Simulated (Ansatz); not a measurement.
Reaction (formal exchange of groups at a B–B bond): `B[BH][GeH3]` + `C=O` → `O=C[BH][GeH3]` + BH₃

Gas-phase electronic energies from Ansatz, PBE0-D4/def2-TZVP geometries. CBS: MP2 limit from def2 TZ/QZ plus the TZ coupled-cluster correction, frozen cores. This one scheme is used for every species. DFT in def2-TZVPP. For Ge outer-core shells are correlated without core-valence functions, which leaves a few kJ/mol of doubt a bond. Scalar relativity is left out up to krypton. Each species was taken in one conformer, which may not be the lowest.

Task: Is it downhill or uphill in electronic energy at CCSD(T)/CBS, and by how much? (Best estimate.)

Result: Computed: Uphill: ΔE = +14.6 kJ/mol.

Task: What do these levels give: B2PLYP, PBE-QIDH, r2SCANh, CCSD(T)/def2-SVP, HF/def2-TZVPP, CCSD/CBS(def2)? (Estimate.)

Result: Computed: B2PLYP 13.8, PBE-QIDH 17.1, r2SCANh 19.5, CCSD(T)/def2-SVP 11.6, HF/def2-TZVPP 21.4, CCSD/CBS(def2) 18.7 kJ/mol.

Largest T1 diagnostic among the species: 0.018.

From PBE to PBE0 (25 % exact exchange), in def2-TZVPP and without D4, ΔE moves by +3.4 kJ/mol. In def2-TZVPP, CCSD(T) changes the Hartree–Fock value by −7.5 kJ/mol (the triples alone add −4.1 kJ/mol) and MP2 by −12.2 kJ/mol.
